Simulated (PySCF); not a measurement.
# Calculated NMR parameters of CCC#C[SiH2]P

* Formula: C4H9PSi
* SMILES: CCC#C[SiH2]P
* InChI: InChI=1S/C4H9PSi/c1-2-3-4-6-5/h2,5-6H2,1H3
* Point group of the computed structure: Cs
* Carbon signals: 4
* Proton signals: 4

Atom-mapped SMILES (the numbers label the heavy atoms): `[CH3:1][CH2:2][C:3]#[C:4][SiH2:5][PH2:6]`. Each H is labelled by its parent atom.

All values are calculated (PySCF 2.14.0 with density-fitted response routines): geometry: GFN2-xTB, shielding tensors at PBE0/pcSseg-1 (GIAO). Single conformer, isolated molecule, relativity neglected, averaged over atoms made equivalent by symmetry, fast rotation or ring inversion.

References, each an isolated molecule treated in the same way: 1H (σref 31.72), 13C (σref 186.93), 29Si (σref 349.16) against TMS; 31P (σref 318.38) vs H3PO4.

| carbon | δC, type | δH (multiplicity) | HMBC from (2–3 bonds) | span of the C tensor (ppm) |
| --- | --- | --- | --- | --- |
| C1 | 16.3, CH3 | 1.23 (t) | H(C2) | 28 |
| C2 | 16.8, CH2 | 2.41 (q) | H(C1) | 22 |
| C3 | 122.2, C | – | H(Si5), H(C2), H(C1) | 290 |
| C4 | 83.5, C | – | H(Si5), H(C2), H(P6) | 247 |

Other nuclei:
| atoms | nucleus | environment | δ (ppm) | σ (ppm) |
| --- | --- | --- | --- | --- |
| H(Si5) | 1H | hydrogen on a silicon bonded to C, P | 4.55 | 27.16 |
| H(P6) | 1H | hydrogen on a phosphorus bonded to Si | 1.32 | 30.40 |
| P6 | 31P | phosphorus bonded to Si, 2 H | -278.0 | 596.3 |
| Si5 | 29Si | silicon bonded to C, P, 2 H | -76.0 | 425.2 |

1. δC 122.2, 83.5: alkyne carbon.
2. δC 16.8: propargylic sp3 CH2; saturated and bonded to C and H only.
3. δC 16.3: methyl carbon; a saturated carbon with 1 carbon neighbour and no heteroatom attached.
4. δH 4.55: hydrogen on a silicon bonded to C, P.
5. δH 1.23: hydrogen on a methyl carbon.

Splittings by 31P in the carbon and heteronuclear signals aren't shown, as no couplings were computed. Shifts are as computed. Against solution values, carbons near 30 ppm lie about +3 ppm off and those near 130 ppm about +5 ppm. Of 1211 compounds with measured shifts, 218 miss one by over three times the rms of a fit or turn the order of signals round; such compounds aren't used in these exercises. Experimental scales use liquid or dissolved standards, which lie at an offset from isolated H3PO4. No couplings were computed; multiplicities are counted from neighbouring protons, with m where these are inequivalent, close in shift, in a saturated or five-membered ring or joined by F or P, and br s for small geminal =CH2 splittings.
